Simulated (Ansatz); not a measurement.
A nudged elastic band was laid between two geometries of CH2BF2 (6 atoms, charge 1, multiplicity 1).

Computed with Ansatz, RKS PBE0/cc-pVDZ.

```json
{
 "movable images": "5",
 "climbing image": "yes",
 "spring": "5.0 eV/Å²",
 "optimiser": "quadratic models (default)",
 "start path": "through a guess of the saddle point",
 "force threshold": "0.03 eV/Å",
 "iteration limit": "60",
 "end points": "relaxed"
}
```

First end point:

```xyz
6
Properties=species:S:1:pos:R:3
C -0.304 0.714 -0.147
B 0.310 -0.730 0.151
F 0.194 -1.156 1.372
F 0.864 -1.331 -0.859
H 0.286 1.644 -0.043
H -1.351 0.858 -0.473
```

Last end point:

```xyz
6
Properties=species:S:1:pos:R:3
C -0.304 0.714 -0.147
B 0.311 -0.730 0.150
F 0.196 -1.155 1.372
F 0.862 -1.332 -0.859
H -1.352 0.859 -0.471
H 0.287 1.644 -0.045
```

**Question.** What changes between the two ends?

**Answer.** No bond is made or broken. The dihedral H5–C1–B2–F4 goes from -90 to 90°. The two ends are copies of one structure, up to a mirror image or an exchange of like atoms.

**Question.** What energy profile does the band end with?

**Answer.** The run converged. The highest image is number 3 of 0 to 6, 0.262 eV above the ends, which have the same energy within 2 meV. A vibrational analysis at the climbing image gives one clearly imaginary mode, 284i cm⁻¹: a first-order saddle point. Limits of this set-up: the dipole of an ion depends on the origin.

| image | path coordinate (Å) | energy (eV) | dihedral H5–C1–B2–F4 (°) |
| --- | --- | --- | --- |
| 0 | 0.00 | 0.000 | -90 |
| 1 | 0.54 | 0.067 | -60 |
| 2 | 1.07 | 0.198 | -30 |
| 3 | 1.61 | 0.262 | 0 |
| 4 | 2.15 | 0.198 | 30 |
| 5 | 2.69 | 0.067 | 60 |
| 6 | 3.23 | 0.000 | 90 |

**Question.** What is the geometry of the highest image?

**Answer.** 
```xyz
6
Properties=species:S:1:pos:R:3
C -0.316 0.742 -0.153
B 0.317 -0.744 0.153
F 0.693 -0.978 1.371
F 0.389 -1.565 -0.847
H -0.664 1.035 -1.160
H -0.419 1.510 0.635
```

**Question.** What are the harmonic wavenumbers there?

**Answer.** 284i, 288, 466, 487, 748, 818, 1129, 1245, 1418, 1601, 3102, 3224 cm⁻¹.

The run took 110 s on 1 thread of Arm Neoverse V2, on a shared host, peak memory 0.11 GiB.
